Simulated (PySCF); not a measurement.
H2O. Atoms are numbered in the order given.

```xyz
3

O      0.0000     0.0000    -0.1171
H      0.0000    -0.7613     0.4682
H      0.0000     0.7613     0.4682
```
Charge 0, spin multiplicity 1.

Geometry: PBE0-D3(BJ)/def2-TZVPD.

All values below come from PBE/def2-TZVPD run with PySCF.

Symmetry labels are those of the subgroup C2v that the program uses (full group C2v).

### Question
List the valence orbital energies around the gap with their symmetry. (Estimate from the structure and the level; the computed values follow.)

### Answer

```json
[
 {"orbital": "HOMO−4", "symmetry": "A1", "energy (eV)": "-510.38"},
 {"orbital": "HOMO−3", "symmetry": "A1", "energy (eV)": "-25.34"},
 {"orbital": "HOMO−2", "symmetry": "B2", "energy (eV)": "-13.21"},
 {"orbital": "HOMO−1", "symmetry": "A1", "energy (eV)": "-9.31"},
 {"orbital": "HOMO", "symmetry": "B1", "energy (eV)": "-7.23"},
 {"orbital": "LUMO", "symmetry": "A1", "energy (eV)": "-0.63"},
 {"orbital": "LUMO+1", "symmetry": "B2", "energy (eV)": "1.06"},
 {"orbital": "LUMO+2", "symmetry": "B1", "energy (eV)": "1.90"},
 {"orbital": "LUMO+3", "symmetry": "A1", "energy (eV)": "1.98"}
]
```
